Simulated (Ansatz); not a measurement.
`[NH2][SnH2][OH]`, 8 atoms. The species carries charge 0 and has multiplicity 1. Correlated methods include outer-core shells of Sn, which these sets cover unevenly. Sn takes the def2 core potential. All runs use 2 threads of an Arm Neoverse V1 on a shared host. Correlated methods freeze the cores.

(1) Give the basis size and wall time and peak host memory of each of these runs in Ansatz. RKS CAM-B3LYP-D4/def2-TZVPP energy; RHF-CCSD(T)/def2-TZVPP energy; RKS B3LYP-D4/def2-TZVPP energy and forces; RKS PBE0-D4/def2-SVP energy; RKS PBE0-D4/def2-TZVP frequencies; RHF-MP2/def2-QZVPP energy; direct RPA on PBE orbitals/def2-TZVPP energy; RKS revPBE-D4/def2-TZVPP energy; RKS ωB97M-V/def2-SVP energy; RKS PBE0-D4/def2-TZVP relaxation (15 steps); RKS PBE0-D4/def2-QZVPP energy; RHF-CCSD(T)/def2-SVP energy. (Best estimate.)

## Answers

(1) The calculation gave: Other jobs shared the machine, so times are rough.

| level | job | functions | wall time | peak host memory (GiB) |
| --- | --- | --- | --- | --- |
| RKS PBE0-D4/def2-SVP | energy | 79 | 1.2 s | 0.14 |
| RKS revPBE-D4/def2-TZVPP | energy | 182 | 1.9 s | 0.18 |
| RKS CAM-B3LYP-D4/def2-TZVPP | energy | 182 | 3 s | 0.41 |
| RHF-CCSD(T)/def2-SVP | energy | 79 | 3.4 s | 0.27 |
| RKS B3LYP-D4/def2-TZVPP | energy and forces | 182 | 3.4 s | 0.36 |
| RKS ωB97M-V/def2-SVP | energy | 79 | 5.5 s | 0.22 |
| direct RPA on PBE orbitals/def2-TZVPP | energy | 182 | 5.5 s | 0.37 |
| RKS PBE0-D4/def2-QZVPP | energy | 346 | 6 s | 0.78 |
| RHF-MP2/def2-QZVPP | energy | 346 | 14 s | 1.3 |
| RKS PBE0-D4/def2-TZVP | relaxation (15 steps) | 142 | 40 s | 0.28 |
| RHF-CCSD(T)/def2-TZVPP | energy | 182 | 75 s | 2.1 |
| RKS PBE0-D4/def2-TZVP | frequencies | 142 | 93 s | 0.27 |

B3LYP here is the variant with VWN-RPA as its local correlation; programs differ in this.
